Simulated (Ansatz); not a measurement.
Two structures, one formula

Two relaxed structures of CHBBr, doublet (PBE0-D4/def2-TZVP; forces vanish, vibrations not checked).

A:

```xyz
4
angstrom
B -0.2878 0.1194 -0.3679
C 0.5166 -0.2145 0.6604
Br -1.3832 0.5741 -1.7686
H 1.1543 -0.4790 1.4761
```

B:

```xyz
4
angstrom
B 0.2937 -0.6215 -0.9767
C 0.3809 -0.2176 0.3258
Br -1.1867 0.7926 -0.7052
H 0.5122 0.0465 1.3561
```

Computed with Ansatz 0.2.0 (basis: def2-TZVPP); correlated methods freeze the cores; orbitals are unrestricted. Filled d shells of the heavier atoms are correlated. The def2 sets are not built for correlating such inner shells, so the correlated values are less sure here. B3LYP uses VWN-RPA correlation.

Which structure is lower at CCSD(T), and by how much? (To be estimated.)

The calculation gives: A, by 180.1 kJ/mol (electronic energy, against the other). By their contacts, A is CHBBr ([CH][B][Br]) and B is CHBBr ([B]1[CH][Br]1).

All methods give the same order:

```json
{"method": "PBE-D4", "E(B) − E(A) (kJ/mol)": "165.9"}
{"method": "r2SCAN-D4", "E(B) − E(A) (kJ/mol)": "173.4"}
{"method": "PBE0-D4", "E(B) − E(A) (kJ/mol)": "174.9"}
{"method": "B3LYP-D4", "E(B) − E(A) (kJ/mol)": "186.3"}
{"method": "wB97M-V", "E(B) − E(A) (kJ/mol)": "187.7"}
{"method": "HF", "E(B) − E(A) (kJ/mol)": "200.9"}
{"method": "MP2", "E(B) − E(A) (kJ/mol)": "183.7"}
{"method": "CCSD", "E(B) − E(A) (kJ/mol)": "188.0"}
{"method": "CCSD(T)", "E(B) − E(A) (kJ/mol)": "180.1"}
```

T1 diagnostic: at most 0.023. ⟨S²⟩ of the unrestricted Hartree–Fock references: 0.77 to 0.85 (a pure state has 0.75). The unrestricted reference is spin-contaminated, which hurts MP2 most.

Labels in which every atom is bracketed show which atoms are joined, not bond orders.

For scale, one of the runs: CCSD(T)/def2-TZVPP, 124 basis functions, launched by `ansatz run in.yaml --threads 2 --pin off --events-out ev --progress --plain --max-ram 4352MiB`. Hardware: 2 CPU threads of an Arm Neoverse V2, shared host. Wall time 59 s; peak host memory 1.3 GiB.
